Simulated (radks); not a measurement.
The numbers below are computed, except where a source is named.
Neutral cerium: order these configurations by energy. Code: a radial shooting solver on a logarithmic mesh with Libxc functionals. Model: Dirac Kohn-Sham, PBE, spin-unpolarised, spherical densities, finite nucleus; Fermi nuclear charge, rms radius of each element as measured or else 0.836 A^(1/3) + 0.57 fm. Sub-shells are occupied by j as written (lower j first in brackets). [Xe] 4f(5/2: 1, 7/2: 0) 5d(3/2: 1, 5/2: 0) 6s1 6p(1/2: 1, 3/2: 0); [Xe] 4f(5/2: 1, 7/2: 0) 5d(3/2: 1, 5/2: 0) 6s2; [Xe] 4f(5/2: 1, 7/2: 0) 5d(3/2: 2, 5/2: 0) 6s1; [Xe] 4f(5/2: 1, 7/2: 0) 6s2 6p(1/2: 1, 3/2: 0); [Xe] 4f(5/2: 2, 7/2: 0) 6s1 6p(1/2: 1, 3/2: 0); [Xe] 4f(5/2: 2, 7/2: 0) 6s2.

Answer. From the lowest, in eV above it: [Xe] 4f(5/2: 2, 7/2: 0) 6s2 0.000; [Xe] 4f(5/2: 1, 7/2: 0) 5d(3/2: 1, 5/2: 0) 6s2 0.283; [Xe] 4f(5/2: 1, 7/2: 0) 5d(3/2: 2, 5/2: 0) 6s1 1.090; [Xe] 4f(5/2: 2, 7/2: 0) 6s1 6p(1/2: 1, 3/2: 0) 2.088; [Xe] 4f(5/2: 1, 7/2: 0) 6s2 6p(1/2: 1, 3/2: 0) 2.523; [Xe] 4f(5/2: 1, 7/2: 0) 5d(3/2: 1, 5/2: 0) 6s1 6p(1/2: 1, 3/2: 0) 2.587.
